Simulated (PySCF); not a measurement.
HfF4, SMILES [F][Hf]([F])([F])[F], multiplicity 1. Atoms are numbered in the order given.

```xyz
5

Hf     0.0000     0.0000     0.0000
F     -1.0991     1.0991    -1.0991
F      1.0991     1.0991     1.0991
F      1.0991    -1.0991    -1.0991
F     -1.0991    -1.0991     1.0991
```

Geometry: PBE0-D3(BJ)/def2-SVP. The multiplicity is an assumed one; other spin states were not compared. The isomer is the one that the SMILES or the coordinates give; other isomers of the formula were not compared. The def2 effective core potentials stand for the cores of Hf; spin–orbit coupling is left out.

These are TDA-M06-2X/def2-SVPD (PySCF) values and carry that method's errors.

Vertical excitations; the highest root listed may be one member of a degenerate set. Isolated molecule, no solvent. State labels are in the subgroup D2.

Computed excitation energies, oscillator strengths and character:
```
state  symmetry  energy (eV)  λ (nm)      f                                                                    main pairs
-----  --------  -----------  ------  -----  ----------------------------------------------------------------------------
S1           B3        10.15     122  0.000                                   HOMO−3→LUMO+2, HOMO→LUMO+1 (degenerate set)
S2           B2        10.15     122  0.000   HOMO−4→LUMO+1, HOMO−4→LUMO+2, HOMO−1→LUMO+2, HOMO−1→LUMO+1 (degenerate set)
S3           B1        10.15     122  0.000                  HOMO−5→LUMO+1, HOMO−2→LUMO+2, HOMO−5→LUMO+2 (degenerate set)
S4           B1        10.22     121  0.000                  HOMO−2→LUMO+2, HOMO−5→LUMO+1, HOMO−2→LUMO+1 (degenerate set)
S5           B3        10.22     121  0.000                                   HOMO→LUMO+1, HOMO−3→LUMO+2 (degenerate set)
S6           B2        10.22     121  0.000   HOMO−1→LUMO+2, HOMO−1→LUMO+1, HOMO−4→LUMO+1, HOMO−4→LUMO+2 (degenerate set)
S7           B3        10.26     121  0.003                                   HOMO−3→LUMO+1, HOMO→LUMO+2 (degenerate set)
S8           B1        10.26     121  0.003                  HOMO−5→LUMO+2, HOMO−2→LUMO+1, HOMO−5→LUMO+1 (degenerate set)
S9           B2        10.26     121  0.003   HOMO−4→LUMO+2, HOMO−1→LUMO+1, HOMO−4→LUMO+1, HOMO−1→LUMO+2 (degenerate set)
S10          B3        10.49     118  0.000                                                                HOMO→LUMO 90 %
T1           B3         9.58     129      0                                   HOMO→LUMO+2, HOMO−3→LUMO+1 (degenerate set)
T2           B1         9.58     129      0   HOMO−2→LUMO+1, HOMO−5→LUMO+2, HOMO−2→LUMO+2, HOMO−5→LUMO+1 (degenerate set)
T3           B2         9.58     129      0   HOMO−1→LUMO+1, HOMO−4→LUMO+2, HOMO−1→LUMO+2, HOMO−4→LUMO+1 (degenerate set)
T4           B1         9.89     125      0  HOMO−5→LUMO+2 40 %, HOMO−2→LUMO+1 31 %, HOMO−5→LUMO+1 9 %, HOMO−2→LUMO+2 7 %
```
Triplets are in the Tamm–Dancoff approximation.
